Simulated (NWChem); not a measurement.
Correlation energy of trisilane (H8Si3)

```xyz
11

Si    -1.9513    -0.0884     0.4230
Si     0.0000     0.0000    -0.8995
Si     1.9513     0.0884     0.4230
H     -3.1721    -0.1371    -0.4352
H     -1.9266    -1.3039     1.2899
H     -2.0302     1.1179     1.2996
H     -0.0545     1.2078    -1.7801
H      0.0545    -1.2078    -1.7801
H      2.0302    -1.1179     1.2996
H      1.9266     1.3039     1.2899
H      3.1721     0.1371    -0.4352
```
Charge 0, spin multiplicity 1.

Program: NWChem. The geometry was optimised at B3LYP/def2-SVP, a minimum by its harmonic frequencies.

Basis set: cc-pVDZ. Each correlation energy counts from its own Hartree-Fock reference.

The correlated methods keep 15 core orbitals frozen. Coupled-cluster values serve here as a point of comparison, not as the truth.

```tsv
method	correlation energy (mHa)
RI-MP2	-313.4
CR-CCSD[T]	-393.4
CCSD	-385.7
SCS-MP2	-336.6
CR-CCSD(T)	[?]
MP2	-313.8
CCSD+T(CCSD)	[?]
CCSD(T)	-395.6
```

Q: Fill in the missing entries.

A: 
- CR-CCSD(T), correlation energy (mHa): -393.2
- CCSD+T(CCSD), correlation energy (mHa): -395.8
